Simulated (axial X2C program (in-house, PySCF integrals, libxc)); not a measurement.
Results of a calculation; reference values are marked as such.
# HfBr: input and output of an EOM-EA-CCSD run

Program: an in-house all-electron X2C program for linear molecules (integrals from PySCF).

Input and command:
```json
{"zs": [72, 35], "q": 0, "bas": ["dyall-acv3z", "dyall-acv3z"], "r0": 2.66, "eom": "ea", "thr": -2.0, "nmax": 92, "grid": [1, 0.96, 1.045, 0.92, 1.09, 1.15]}
```
```bash
python soeom.py task.json out
```

Keys: zs atomic numbers; q charge; bas basis sets; r0 starting distance in Å; eom kind of EOM run; thr threshold in hartree for freezing inner shells (an s shell follows its p shell); nmax most natural virtual spinors; grid distances as factors.

Output at R = 2.450 Å (near the PBE0 minimum at charge 0 of the determinant lowest at the starting distance; the state shown can have its own minimum elsewhere), reference HfBr⁺:

```
two-component X2C + atomic mean field  HF
basis functions 312  fitting functions 1599  grid points 5803
iter        total energy     max residual
   1     -17674.807862116     7.85e-01
   2     -17674.866342445     3.11e-02
   3     -17674.866518153     3.85e-02
   4     -17674.871621146     1.68e-03
   5     -17674.871739064     9.76e-04
   6     -17674.871772029     3.03e-04
   7     -17674.871789192     1.41e-04
   8     -17674.871798744     1.11e-04
   9     -17674.871805595     9.66e-05
  10     -17674.871816156     7.80e-05
  11     -17674.871824758     5.58e-05
  12     -17674.871827526     4.01e-05
  13     -17674.871830471     1.67e-05
  14     -17674.871830918     7.13e-06
  15     -17674.871830978     2.40e-06
  16     -17674.871830980     4.93e-07
  17     -17674.871830980     1.66e-07
converged
one-electron -25361.68709753  Coulomb 7554.99942199  exact exchange -398.77692786  xc functional 0.00000000  nuclear repulsion 544.29655980  atomic mean-field constant -13.70378739
correlated 18  virtual 382  natural virtual 84  E(MP2) -0.457311172  MP2 remainder -0.119994358
iter   CCSD correlation   residual
   1     -0.341011454   1.62e-01
   2     -0.349064738   9.51e-02
   3     -0.354223622   5.53e-02
   4     -0.354513387   2.59e-02
   5     -0.354813991   1.33e-02
   6     -0.354969634   6.38e-03
   7     -0.354981421   3.73e-03
   8     -0.355026558   2.51e-03
   9     -0.355015631   1.76e-03
  10     -0.355037783   1.18e-03
  11     -0.355029783   7.48e-04
  12     -0.355035789   4.89e-04
  13     -0.355036103   2.90e-04
  14     -0.355035727   1.76e-04
  15     -0.355036999   9.68e-05
  16     -0.355036847   5.37e-05
  17     -0.355036724   3.13e-05
  18     -0.355036711   1.99e-05
(T) -0.015074295  T1 0.0376  D1 0.0831  max T2 0.150
EOM-EA-CCSD roots
2*Omega      energy/Eh   energy/eV  one-particle weight
    1      -0.23837405     -6.4865      0.919
    1      -0.21868810     -5.9508      0.922
    1      -0.16256315     -4.4236      0.880
    1      -0.12738006     -3.4662      0.007
    1      -0.11847817     -3.2240      0.001
    3      -0.24524818     -6.6735      0.884
    3      -0.22497909     -6.1220      0.904
    3      -0.15182554     -4.1314      0.876
    3      -0.13587088     -3.6972      0.005
    5      -0.23345332     -6.3526      0.883
    5      -0.13027364     -3.5449      0.002
    7      -0.12246417     -3.3324      0.000
```
T1 in the output is the amplitude norm over the root of the electron number; divide by √2 for the Lee–Taylor value.

Reference electrons by ω block (each with its −ω partner): 1/2: 32, 3/2: 15, 5/2: 5, 7/2: 1. Root energies count from the CCSD energy of the reference. The reference has large amplitudes (orbital relaxation or multireference character). Roots of positive energy are unbound. The reference need not be the lowest state of its species. All roots sought are printed; those with a small one-particle weight need a further excitation, are placed far too high, and may in truth lie low or lowest. Inner shells are frozen, and levels at this size can be off by some tenths of an eV.
